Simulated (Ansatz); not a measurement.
Species: C₃H₅Cl (charge 0, singlet). 
Structure (B3LYP-D3(BJ)/def2-TZVP (Ansatz, a program for electronic structure) minimum search):
```xyz
9

C     -2.4001     0.0573    -0.0666
C     -0.9526     0.4339    -0.0613
C      0.0292    -0.4473     0.0387
Cl     1.7132    -0.0083     0.0448
H     -2.8847     0.3888    -0.9890
H     -2.9297     0.5371     0.7609
H     -2.5361    -1.0211     0.0213
H     -0.7075     1.4873    -0.1443
H     -0.1263    -1.5137     0.1251
```

CCSD(T) with Ansatz in growing basis sets, 24 correlated electrons. Correlated levels leave the core frozen unless marked. UHF or UKS for open shells. No spin-orbit coupling. No relativistic terms. Costs are ratios of core time to the smallest set, on shared machines of one kind, and rough; they hold the program's checks for lower states.

```
basis            functions  cost over smallest  E(corr) (Eh)  electronic atomisation energy (kcal/mol)
---------------  ---------  ------------------  ------------  ----------------------------------------
aug-cc-pV(D+d)Z        146                  1×       -0.6471                                     784.9
aug-cc-pV(T+d)Z        308                  9×       -0.7778                                     822.9
```

Formally CCSD grows as o²v⁴ and (T) as o³v⁴; with o = 12 and v going from 126 to 288 both grow 27-fold in the last step, while integrals and the mean field grow more slowly. That step adds 130.7 mEh of correlation energy and 38.1 kcal/mol to the atomisation energy.
